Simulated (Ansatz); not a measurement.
Consider the redistribution: `C[SiH2]B(F)F` + `C#C[TeH]` → `C[SiH2][TeH]` + `C#CB(F)F`.

Computed with Ansatz on PBE0-D4/def2-TZVP structures; ΔE is electronic, products minus reactants. CCSD(T)/CBS is the MP2 limit (def2-TZVPP, def2-QZVPP) plus CCSD(T) − MP2 in def2-TZVPP, frozen cores. DFT in def2-TZVPP. B3LYP here is the variant with VWN-RPA as its local correlation; programs differ in this. Elements past krypton have def2 core potentials. For Te outer-core shells are correlated without core-valence functions, which leaves a few kJ/mol of doubt a bond. One conformer a species, not always the lowest.

| level | ΔE (kJ/mol) | difference from CCSD(T)/CBS |
| --- | --- | --- |
| PBE-D4 | -145.6 | 5.9 |
| r2SCAN-D4 | -155.4 | -3.9 |
| PBE0-D4 | -152.4 | -0.9 |
| B3LYP-D4 | -150.9 | 0.6 |
| ωB97M-V | -152.0 | -0.5 |
| B2PLYP | -150.8 | 0.7 |
| PBE | -144.2 | 7.3 |
| r2SCAN | -155.1 | -3.6 |
| PBE0 | -151.1 | 0.4 |
| B3LYP | -148.7 | 2.8 |
| HF/def2-TZVPP | -161.6 | -10.1 |
| CCSD(T)/def2-TZVPP | -146.3 | 5.2 |
| HF/def2-QZVPP | -161.3 | -9.8 |
| SCS-MP2/def2-QZVPP | -152.4 | -0.9 |
| HF/CBS(def2) | -161.3 | -9.8 |
| MP2/CBS(def2) | -160.0 | -8.5 |
| CCSD(T)/CBS | -151.5 | 0 |

Largest T1 diagnostic among the species: 0.014.

From PBE to PBE0 (25 % exact exchange), in def2-TZVPP and without D4, ΔE moves by −6.9 kJ/mol. In def2-TZVPP, CCSD(T) changes the Hartree–Fock value by +15.3 kJ/mol (the triples alone add +1.7 kJ/mol) and MP2 by +6.8 kJ/mol.
